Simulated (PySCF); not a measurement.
Two species compared at the same levels of theory.

First species: C5H13O2P.
InChI=1S/C5H13O2P/c1-3-4-8(2,7)5-6/h6H,3-5H2,1-2H3/t8-/m1/s1

Second species: C5H9NO2Si.
Numbering: `[CH2:1]=[N:2][C:3](=[CH2:4])[O:5][SiH2:6][C:7]([CH3:8])=[O:9]` (hydrogens: H10, H11 on C1; H12, H13 on C4; H14, H15 on Si6; H16, H17, H18 on C8)

Levels: PBE0/pcSseg-1 for dipole moment, HOMO energy, LUMO energy and HOMO–LUMO gap; GFN2-xTB for rotational constant A and rotational constant C. Geometries: GFN2-xTB. Each species is one conformer at its optimised geometry, gas phase, non-relativistic unless stated. Electronic properties by PySCF.

The conformers computed, where there is a choice (atom-mapped SMILES and torsion angles):
- `[CH3:1][CH2:2][CH2:3][P@@:4]([CH3:5])(=[O:6])[CH2:7][OH:8]`: C1–C2–C3–P4 -172°, C2–C3–P4–C5 -76°, C3–P4–C7–O8 -75°, H–O8–C7–P4 -44°
- `[CH2:1]=[N:2][C:3](=[CH2:4])[O:5][SiH2:6][C:7]([CH3:8])=[O:9]`: C1–N2–C3–C4 41°, N2–C3–O5–Si6 0°, C3–O5–Si6–C7 47°, O5–Si6–C7–C8 -136°

Q: Which of the two has the higher rotational constant C, and by how much?

A: The first: 0.890 GHz against 0.881 GHz, a difference of 0.009 GHz.

Q: Which of the two has the higher HOMO energy, and by how much?

A: The second: -6.61 eV against -7.36 eV, a difference of 0.75 eV.

Q: Which of the two has the higher HOMO–LUMO gap, and by how much?

A: The first: 8.30 eV against 4.86 eV, a difference of 3.44 eV.

Q: Which of the two has the higher dipole moment, and by how much?

A: The first: 3.67 D against 2.61 D, a difference of 1.06 D.

Q: Which of the two has the higher rotational constant A, and by how much?

A: The first: 2.360 GHz against 2.074 GHz, a difference of 0.286 GHz.

Q: Which has the higher LUMO energy?

A: The first: 0.94 eV against -1.75 eV, a difference of 2.69 eV.

On the first: A dipole of 3.67 D is allowed in C1, and pure rotational transitions are dipole-allowed. The dipole matches unit charges of opposite sign 0.77 Å apart (1 e·Å = 4.8032 D).

On the second: The dipole equals about 8.7 × 10⁻³⁰ C·m (1 D = 3.33564 × 10⁻³⁰ C·m).
